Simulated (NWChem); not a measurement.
All runs are NWChem calculations. System: C3H7O2, charge 1, spin multiplicity 1, at the geometry of a parent with another charge or spin, in a state set for the comparison that need not be this species' ground state. Level: RHF/def2-TZVP.

The NWChem input:

```
start mol
memory heap 200 mb stack 900 mb global 1100 mb
charge 1
geometry units angstroms nocenter noautoz noautosym
  C     -0.758003     1.430947    -0.381235
  C     -0.707648     0.065349     0.193147
  O     -0.820296    -0.861785    -0.875900
  C      0.590654    -0.218986     0.951551
  O      1.681961    -0.198939     0.086803
  H     -1.268525     1.592509    -1.332249
  H     -0.387788     2.285104     0.188091
  H     -1.556916    -0.066180     0.904906
  H     -1.026219    -1.725130    -0.500616
  H      0.747399     0.536222     1.739849
  H      0.485195    -1.200409     1.466458
  H      1.363509    -0.600184    -0.734445
end
basis spherical
  * library def2-tzvp
end
scf
  rhf
  nopen 0
  maxiter 100
  thresh 1e-7
  semidirect memsize 60000000 filesize 0
end
task scf energy
```

Output (cleaned and shortened):

```
             Northwest Computational Chemistry Package (NWChem) 7.3.0
             --------------------------------------------------------

                                NWChem Input Module
                                -------------------

 Scaling coordinates for geometry "geometry" by  1.889725989
 (inverse scale =  0.529177249)

                             Geometry "geometry" -> ""
                             -------------------------

 Output coordinates in angstroms (scale by  1.889725989 to convert to a.u.)

  No.       Tag          Charge          X              Y              Z
 ---- ---------------- ---------- -------------- -------------- --------------
    1 C                    6.0000    -0.75800300     1.43094700    -0.38123500
    2 C                    6.0000    -0.70764800     0.06534900     0.19314700
    3 O                    8.0000    -0.82029600    -0.86178500    -0.87590000
    4 C                    6.0000     0.59065400    -0.21898600     0.95155100
    5 O                    8.0000     1.68196100    -0.19893900     0.08680300
    6 H                    1.0000    -1.26852500     1.59250900    -1.33224900
    7 H                    1.0000    -0.38778800     2.28510400     0.18809100
    8 H                    1.0000    -1.55691600    -0.06618000     0.90490600
    9 H                    1.0000    -1.02621900    -1.72513000    -0.50061600
   10 H                    1.0000     0.74739900     0.53622200     1.73984900
   11 H                    1.0000     0.48519500    -1.20040900     1.46645800
   12 H                    1.0000     1.36350900    -0.60018400    -0.73444500

 Effective nuclear repulsion energy (a.u.)     188.5641834958

            Nuclear Dipole moment (a.u.)
            ----------------------------
        X                 Y               Z
 ---------------- ---------------- ----------------
    -0.0000132281     0.0000000000    -0.0000075589


 Summary of "ao basis" -> "" (spherical)
 ------------------------------------------------------------------------------
       Tag                 Description            Shells   Functions and Types
 ---------------- ------------------------------  ------  ---------------------
 *                         def2-tzvp                  on all atoms

 Summary of "ao basis" -> "ao basis" (spherical)
 ------------------------------------------------------------------------------
       Tag                 Description            Shells   Functions and Types
 ---------------- ------------------------------  ------  ---------------------
 C                         def2-tzvp                11       31   5s3p2d1f
 O                         def2-tzvp                11       31   5s3p2d1f
 H                         def2-tzvp                 4        6   3s1p

                                 NWChem SCF Module
                                 -----------------

  ao basis        = "ao basis"
  functions       =   197
  atoms           =    12
  closed shells   =    20
  open shells     =     0
  charge          =   1.00
  wavefunction    = RHF
  use symmetry    = F
  symmetry adapt  = F

 Summary of "ao basis" -> "ao basis" (spherical)
 ------------------------------------------------------------------------------
       Tag                 Description            Shells   Functions and Types
 ---------------- ------------------------------  ------  ---------------------
 C                         def2-tzvp                11       31   5s3p2d1f
 O                         def2-tzvp                11       31   5s3p2d1f
[...]
    7   -1.5444
    8   -1.3071
    9   -1.1572
   10   -1.0428
   11   -0.9477
   12   -0.9111
   13   -0.8989
   14   -0.8477
   15   -0.8145
   16   -0.7908
   17   -0.7416
   18   -0.7181
   19   -0.6669
   20   -0.6282
   21   -0.2373
   22   -0.0481
   23   -0.0191
   24    0.0002
   25    0.0010
   26    0.0317
   27    0.0450
   28    0.0529
   29    0.0869
   30    0.0905

                       ROHF Final Molecular Orbital Analysis
                       -------------------------------------

 Vector   18  Occ=2.000000D+00  E=-7.180846D-01
              MO Center=  8.9D-02, -5.1D-01, -3.1D-01, r^2= 2.7D+00
   Bfn.  Coefficient  Atom+Function         Bfn.  Coefficient  Atom+Function
  ----- ------------  ---------------      ----- ------------  ---------------
    68      0.317626   3 O  px               71      0.290987   3 O  px
   130      0.198906   5 O  px               74      0.195966   3 O  px
   133      0.178655   5 O  px

 Vector   19  Occ=2.000000D+00  E=-6.668784D-01
              MO Center=  1.5D-01, -2.8D-01,  1.8D-01, r^2= 2.9D+00
   Bfn.  Coefficient  Atom+Function         Bfn.  Coefficient  Atom+Function
  ----- ------------  ---------------      ----- ------------  ---------------
    68      0.253123   3 O  px               71      0.230402   3 O  px
    74      0.179341   3 O  px               99      0.162421   4 C  px
    37     -0.160837   2 C  px              181      0.154912  10 H  s
    40     -0.153894   2 C  px              130     -0.154532   5 O  px

 Vector   20  Occ=2.000000D+00  E=-6.282064D-01
              MO Center=  1.1D+00, -3.0D-01,  3.6D-01, r^2= 2.0D+00
   Bfn.  Coefficient  Atom+Function         Bfn.  Coefficient  Atom+Function
  ----- ------------  ---------------      ----- ------------  ---------------
   131      0.347623   5 O  py              134      0.315369   5 O  py
   137      0.238043   5 O  py              187      0.178106  11 H  s

 Vector   21  Occ=0.000000D+00  E=-2.373012D-01
              MO Center= -7.4D-01,  1.3D+00, -3.2D-01, r^2= 2.0D+00
   Bfn.  Coefficient  Atom+Function         Bfn.  Coefficient  Atom+Function
  ----- ------------  ---------------      ----- ------------  ---------------
    12      0.421623   1 C  px                9      0.331758   1 C  px
     6      0.308123   1 C  px               14     -0.239317   1 C  pz
    11     -0.166538   1 C  pz                8     -0.157646   1 C  pz
    98     -0.155467   4 C  s

 Vector   22  Occ=0.000000D+00  E=-4.808906D-02
              MO Center= -9.3D-01,  3.1D-01,  4.6D-01, r^2= 7.8D+00
   Bfn.  Coefficient  Atom+Function         Bfn.  Coefficient  Atom+Function
  ----- ------------  ---------------      ----- ------------  ---------------
    36      2.393522   2 C  s               170     -1.623890   8 H  s
   164     -1.310518   7 H  s                98      1.053089   4 C  s
   182     -0.830017  10 H  s               176     -0.778213   9 H  s
   188     -0.751026  11 H  s               158     -0.695233   6 H  s
    13      0.606685   1 C  py                5      0.482480   1 C  s

 Vector   23  Occ=0.000000D+00  E=-1.909104D-02
              MO Center= -1.0D+00,  1.0D+00, -6.6D-02, r^2= 7.8D+00
   Bfn.  Coefficient  Atom+Function         Bfn.  Coefficient  Atom+Function
  ----- ------------  ---------------      ----- ------------  ---------------
    36     -3.279645   2 C  s                 5      3.161266   1 C  s
   164     -1.607792   7 H  s               170      1.592153   8 H  s
   158     -1.306827   6 H  s               176      0.714573   9 H  s
    44     -0.611978   2 C  py              106      0.513579   4 C  py
    43      0.483112   2 C  px               45     -0.462534   2 C  pz

------------------------------------------------------------
EAF file 0: "./mol.aoints.0" size=524288 bytes
------------------------------------------------------------
               write      read    awrite     aread      wait
               -----      ----    ------     -----      ----
     calls:        1        26         0         0         0
   data(b): 5.24e+05  1.36e+07  0.00e+00  0.00e+00
   time(s): 0.00e+00  0.00e+00  0.00e+00  0.00e+00  0.00e+00
rate(mb/s): 0.00e+00  0.00e+00
------------------------------------------------------------

 center of mass
 --------------
 x =   0.04094708 y =  -0.02039946 z =  -0.04317177

 moments of inertia (a.u.)
 ------------------
         302.477816808249          39.992981318126         -86.357804846661
          39.992981318126         411.003874175389          -5.709483448174
         -86.357804846661          -5.709483448174         470.122298452234

  Mulliken analysis of the total density
  --------------------------------------

    Atom       Charge   Shell Charges
 -----------   ------   -------------------------------------------------------
    1 C    6     5.82   0.86  1.12  0.57  0.73  0.07  1.08  1.12  0.20  0.02  0.05  0.00
    2 C    6     5.97   0.85  1.12  0.47  0.67 -0.01  1.21  1.27  0.19  0.03  0.15  0.01
    3 O    8     8.51   0.79  1.18  0.56  0.95  0.32  1.85  2.06  0.76  0.00  0.03  0.00
    4 C    6     5.99   0.85  1.12  0.48  0.63  0.10  1.20  1.24  0.19  0.03  0.12  0.01
    5 O    8     8.49   0.79  1.18  0.56  0.96  0.32  1.85  2.05  0.74  0.00  0.03  0.00
    6 H    1     0.73   0.25  0.42  0.03  0.02
    7 H    1     0.73   0.25  0.43  0.03  0.02
    8 H    1     0.79   0.25  0.46  0.06  0.02
    9 H    1     0.62   0.24  0.31  0.02  0.05
   10 H    1     0.86   0.27  0.49  0.08  0.02
   11 H    1     0.85   0.26  0.49  0.07  0.02
   12 H    1     0.64   0.24  0.32  0.03  0.05

       Multipole analysis of the density wrt the origin
       ------------------------------------------------

     L   x y z        total         open         nuclear
     -   - - -        -----         ----         -------
     0   0 0 0      1.000000      0.000000     41.000000

     1   1 0 0     -1.928150      0.000000     -0.000013
     1   0 1 0      1.404464      0.000000      0.000000
     1   0 0 1      0.153625      0.000000     -0.000008

     2   2 0 0    -20.650914      0.000000    158.734128
     2   1 1 0     -2.501591      0.000000    -23.625841
     2   1 0 1     -0.659397      0.000000     46.189459
     2   0 2 0     -9.968787      0.000000    113.145545
     2   0 1 1     -1.921548      0.000000      0.636332
     2   0 0 2    -18.570739      0.000000     76.146432

 Task  times  cpu:      144.4s     wall:      144.4s

 Total times  cpu:      144.4s     wall:      144.4s
```
